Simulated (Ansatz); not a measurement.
Ansatz (an electronic-structure program) input:

Ansatz 0.2 input:
```yaml
crystal:
  periodic: [false, false, false]
  atoms:
    - {symbol: O, position_ang: [-0.04596900, 1.49346779, 0.38279652]}
    - {symbol: Si, position_ang: [-0.15841911, -0.10114394, 0.41353892]}
    - {symbol: O, position_ang: [-1.14874756, -0.83050406, -0.60805789]}
    - {symbol: O, position_ang: [1.34961999, -0.40909805, -0.54256170]}
    - {symbol: H, position_ang: [-0.35954450, 2.11110596, 1.05087825]}
    - {symbol: H, position_ang: [0.03402099, -0.74419213, 1.70758079]}
    - {symbol: H, position_ang: [-1.97071193, -1.28423363, -0.39676717]}
    - {symbol: H, position_ang: [1.31532628, -1.02760615, -1.29374562]}
    - {symbol: H, position_ang: [1.95954932, 0.33001564, -0.71490662]}
basis:
  gaussian:
    orbitals: 6-31G*
total_charge: 1
magnetization: {spin_polarized: false}
correlation: {method: ccsd_t, electrons: outside_noble_gas}
```

Q: Predict the final energy.

A: -516.92641 Eh (CCSD(T)/6-31G*).

It need not be the lowest isomer of its formula.
